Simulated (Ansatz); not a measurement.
Start from `C[SiH]([SiH3])[S][AlH2]` and change one atom or group to get `C[SiH](O)[SiH3]`.

Ansatz, PBE0-D4/def2-TZVP geometries, multiplicity 1. Each molecule was computed in one conformer, which needn't be the lowest.

```csv
property,`C[SiH]([SiH3])[S][AlH2]`
HOMO energy (B3LYP/def2-TZVPP) / eV,-6.87
LUMO energy (ωB97M-V/def2-TZVPP) / eV,0.87
HOMO energy (ωB97M-V/def2-TZVPP) / eV,-9.18
HOMO–LUMO gap (PBE/def2-TZVPP) / eV,4.35
HOMO energy (PBE/def2-TZVPP) / eV,-5.97
size of the dipole moment (B3LYP/def2-TZVPP) / D,2.38
```

Task: What does the change do to each property? (Estimate.)

Result: The calculation gave: 
```csv
property,`C[SiH](O)[SiH3]`,shift
HOMO energy (B3LYP/def2-TZVPP) / eV,-7.65,-0.78
LUMO energy (ωB97M-V/def2-TZVPP) / eV,1.61,0.74
HOMO energy (ωB97M-V/def2-TZVPP) / eV,-9.90,-0.72
HOMO–LUMO gap (PBE/def2-TZVPP) / eV,5.77,1.42
HOMO energy (PBE/def2-TZVPP) / eV,-6.67,-0.70
size of the dipole moment (B3LYP/def2-TZVPP) / D,1.87,-0.51
```

With PBE0 the HOMO falls by 0.74 eV and the LUMO rises by 0.78 eV, so the gap widens by about 1.52 eV. PBE moves the HOMO by -0.70 eV and ωB97M-V by -0.72 eV. Dipoles are sizes alone; their direction can turn.

B3LYP here is the variant with VWN-RPA as its local correlation; programs differ in this.
